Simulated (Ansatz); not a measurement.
(BeTe)4 cube (Be₄Te₄). The state is a singlet with charge 0. Geometry PBE-D4/def2-SVP, basis def2-TZVP, Ansatz.

| run | HOMO (eV) | LUMO (eV) |
| --- | --- | --- |
| A | -6.06 | -3.81 |
| B | -6.75 | -3.32 |
| C | -6.51 | -3.35 |
| D | -9.05 | -1.51 |
| E | -5.82 | -3.96 |
| F | -8.63 | -1.67 |

In the def2 sets Te takes a core potential; there is no spin–orbit coupling. LC-ωPBE has ω = 0.4 bohr⁻¹. B3LYP takes the VWN-RPA correlation.

Task: The runs used B3LYP, LC-ωPBE, PBE, PBE0, r2SCAN, ωB97M-V. Estimate which is which.

Result: A r2SCAN (0 % exact exchange); B PBE0 (25 % exact exchange); C B3LYP (20 % exact exchange); D LC-ωPBE (range-separated); E PBE (0 % exact exchange); F ωB97M-V (range-separated). Exact exchange lowers occupied and raises empty levels; among semilocal functionals meta-GGAs tend to open the gap a little, and such runs are hard to tell apart. The gap grows from 1.86 eV (PBE) to 7.54 eV (LC-ωPBE).
